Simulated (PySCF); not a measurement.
# Spinor energies of Sm⁵²⁺ (samarium, charge +52)

Start: [Ne]. Calculated with PySCF 2.14 in an even-tempered Gaussian basis (17 s from 7.7 bohr⁻², ratio 2.6; 13 p from 10 bohr⁻², ratio 2.6; 6 d from 10 bohr⁻², ratio 2.8; 3 f from 230 bohr⁻², ratio 2.8): generalised Hartree-Fock with the X2C-1e Hamiltonian and a Gaussian nucleus; spin-orbit coupling (SO) screened by Boettger's factors.

| spinor shell | electrons | ε, screened SO (eV) | weight of nominal j (screened SO) | rms radius, screened SO (bohr) |
| --- | --- | --- | --- | --- |
| 1s1/2 | 2 | -51031.4 | 1.000 | 0.0259 |
| 2s1/2 | 2 | -11502.6 | 1.000 | 0.103 |
| 2p1/2 | 2 | -11135.9 | 1.000 | 0.0879 |
| 2p3/2 | 4 | -10505.9 | 1.000 | 0.0937 |

```
   quantity  screened SO
E (hartree)  -7505.35493
        M_J            0
       ⟨J²⟩        0.000
       ⟨L²⟩        0.015
       ⟨S²⟩        0.015
```

Breit and QED terms are absent; they matter most for the inner s and p1/2 levels.

Densities and radii are taken from the X2C orbitals without a picture-change correction, which distorts them close to the nucleus.
